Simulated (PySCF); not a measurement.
**C₆ coefficients of unlike pairs at PBE0**

Calculated with PySCF 2.14 from the dipole response of each species, C₆(A,B) = (3/π) ∫ α_A(iu) α_B(iu) du, in atomic units, from isotropic polarisabilities. For ions this is the dispersion term alone; charge-induced terms of lower order in 1/R come first.

| species | configuration | basis | relativity | α (bohr³) | C₆ (like pair) |
| --- | --- | --- | --- | --- | --- |
| Ne³⁺ | [He] 2s2 2p3 (4S) | dyall-acv3z (15s9p4d2f) | none | 0.6923 | 0.6076 |
| P | [Ne] 3s2 3p3 (4S) | aug-cc-pV(D+d)Z (5s4p3d) | none | 25.28 | 189.8 |
| S²⁺ | [Ne] 3s2 3p2 (3P) | aug-cc-pwCVDZ (6s5p3d) | none | 7.373 | 26.96 |
| Be⁺ | [He] 2s1 (2S) | def2-QZVPPD (7s4p2d1f) | none | 22.20 | 59.89 |

(1) Estimate C₆ for S²⁺ with P.

No spin-orbit coupling is included.

The other pairs:

```tsv
pair	C₆
Be⁺, P	97.45
S²⁺, Ne³⁺	3.580
P, Ne³⁺	8.371
Be⁺, Ne³⁺	3.508
Be⁺, S²⁺	32.58
```

Results:

(1) The integral gives 69.49. The combination rule 2 C_A C_B / (C_A α_B/α_A + C_B α_A/α_B) gives 69.25 and the geometric mean 71.54.
